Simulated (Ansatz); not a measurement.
```xyz
9

C    -0.274    1.247    0.168
N    -0.348   -0.064   -0.441
Al    0.533   -1.509    0.037
F     0.271   -2.893   -0.826
H    -1.240    1.574    0.571
H     0.433    1.233    1.002
H     0.072    2.014   -0.535
H    -0.991   -0.091   -1.218
H     1.543   -1.511    1.241
```

Total charge 0; spin multiplicity 1.

List the PBE0/def2-TZVPP orbital energies in eV (Ansatz 0.2.0). (An estimate is asked.)

Ansatz gave: Occupied: -1527.70, -672.69, -390.90, -278.84, -113.60, -73.71, -73.57, -73.51, -31.68, -24.30, -18.53, -13.77, -12.86, -12.03, -11.93, -11.30, -11.22, -10.23, -9.20, -7.04. Lowest empty: -0.21, 0.21, 0.87, 2.15, 2.40, 3.34, 3.42, 3.73.
